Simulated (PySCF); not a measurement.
Predicted microwave data (PBE0/pcSseg-1 in PySCF (dipole) on a GFN2-xTB geometry, gas phase) for one isomer of C9H11N:

* Rotational constants: A = 2301, B = 1084, C = 798.3 MHz
* Dipole components: |μa| = 2.32 D, |μb| = 0.84 D, |μc| = 0.33 D
* Inertial defect: -52.71 u·Å²
* κ: -0.62

Problem. Which structure is it? (One computed conformer of each.)
A. `[cH:1]1[cH:2][cH:3][c:4]([CH:5]2[CH2:6][CH2:7][CH2:8]2)[n:9][cH:10]1` with C3–C4–C5–C6 -129°, C4–C5–C6–C7 -132°, C5–C6–C7–C8 14°, C6–C7–C8–C5 -14°, C4–C5–C8–C7 132°
B. `[CH3:1]/[N:2]=[CH:3]\[C:4]1=[CH:5][CH:6]=[CH:7][C:8]12[CH2:9][CH2:10]2` with N2–C3–C4–C5 -24°
C. `[cH:1]1[cH:2][cH:3][c:4]2[c:5]([cH:6]1)[CH2:7][CH2:8][CH2:9][NH:10]2` with C4–C5–C7–C8 -22°, C5–C7–C8–C9 50°, C7–C8–C9–N10 -62°, C8–C9–N10–C4 45°

Solution. B. It is C/N=C\C1=CC=CC12CC2, an asymmetric top, point group C1. The candidates at the same level (rigid rotor, commonest isotopes):

| SMILES | A (MHz) | B (MHz) | C (MHz) | μa (D) | μb (D) | μc (D) | Δ (u·Å²) | point group | rotor |
| --- | --- | --- | --- | --- | --- | --- | --- | --- | --- |
| c1ccc(C2CCC2)nc1 | 3676 | 850.7 | 774.2 | 1.23 | 1.29 | 0.00 | -78.74 | Cs | near-prolate asymmetric top |
| C/N=C\C1=CC=CC12CC2 | 2301 | 1084 | 798.3 | 2.32 | 0.84 | 0.33 | -52.71 | C1 | asymmetric top |
| c1ccc2c(c1)CCCN2 | 2878 | 1172 | 858.0 | 1.76 | 0.62 | 0.56 | -17.84 | C1 | asymmetric top |

`c1ccc(C2CCC2)nc1` has A 60 % too high; `c1ccc2c(c1)CCCN2` has A 25 % too high. No structure here is proved a minimum.
